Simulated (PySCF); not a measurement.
**TDDFT excited states: C5H7NO2Si**

Compound: C5H7NO2Si.
Structure used (GFN2-xTB), in Å, numbered top down from 1:
```xyz
16
C5H7NO2Si angstrom
C     -1.7638   -0.0250   -1.3545
C     -1.5045    0.0939   -0.0531
C     -1.9965    1.2088    0.6680
N     -2.3861    2.1053    1.2676
C     -0.6780   -0.8713    0.7400
Si     1.0863   -0.1884    1.0234
C      1.8922   -0.0856   -0.7194
O      1.5018   -0.6254   -1.7243
O      2.9913    0.6748   -0.7025
H     -1.3837   -0.8575   -1.9210
H     -2.3490    0.7066   -1.8857
H     -1.1563   -1.0620    1.7015
H     -0.6200   -1.8155    0.1966
H      1.8688   -1.1299    1.8267
H      1.0873    1.1590    1.5868
H      3.4026    0.7210   -1.5844
```

Method: TDDFT B3LYP/def2-SVPD, vertical, gas phase, core orbitals frozen in the response in PySCF 2.14.0, density-fitted response routines.

```
state  E (eV)  λ (nm)       f  main configurations (H = HOMO, L = LUMO)
   S1    5.00   248.1  0.0025   H-1→L+1 (55%), H-1→L (27%), H→L+1 (10%)
   S2    5.52   224.5   0.029     H→L+1 (46%), H→L (37%), H-1→L+1 (14%)
   S3    5.58   222.0  0.0048   H-1→L (60%), H-1→L+1 (23%), H→L+1 (11%)
   S4    6.01   206.1   0.195       H→L (45%), H→L+1 (32%), H-1→L (10%)
   S5    6.39   194.1  0.0030                               H-2→L (80%)
   S6    6.75   183.8  0.0072                  H→L+3 (76%), H→L+5 (16%)
   S7    6.91   179.4   0.075                H→L+2 (54%), H-1→L+2 (27%)
   S8    6.95   178.4   0.014   H→L+5 (48%), H-1→L+2 (16%), H→L+3 (13%)
```

Triplets, Tamm–Dancoff:

| state | E (eV) | λ (nm) | main configurations (H = HOMO, L = LUMO) |
| --- | --- | --- | --- |
| T1 | 3.62 | 342.6 | H→L (86%) |
| T2 | 4.39 | 282.3 | H-1→L+1 (70%), H-1→L (19%), H→L+1 (8%) |
| T3 | 5.47 | 226.7 | H→L+1 (66%), H-3→L+1 (12%), H-1→L (10%) |

The lowest singlet comes at 248 nm (482 kJ/mol) in the ultraviolet; it is very weak; its leading configuration is HOMO-1→LUMO+1 (55%). The strongest level in the table is S4 at 6.01 eV (206 nm, f = 0.195). Löwdin shares by element: HOMO carbon 61% or more, nitrogen 12% (atoms not listed hold the other 27%); LUMO carbon 57% or more, nitrogen 13% (atoms not listed hold the other 30%). Of the 8 states listed, 4 reach f = 0.01 and none stays under 0.0005. Orbital energies (eV): HOMO-3 -9.57, HOMO-2 -9.47, HOMO-1 -8.01, HOMO -7.65, LUMO -1.73, LUMO+1 -1.23, LUMO+2 -0.07. The listed states span 1.95 eV, and the widest gap between neighbours is 0.53 eV (S1 to S2). Singlets were solved by full linear response, triplets in the Tamm–Dancoff approximation.

On an Arm Neoverse V2 with one thread, on a shared host, this took 71 s of wall time (grids of density and orbitals included) and 0.97 GiB of memory at its peak.

One conformer stands for the species.
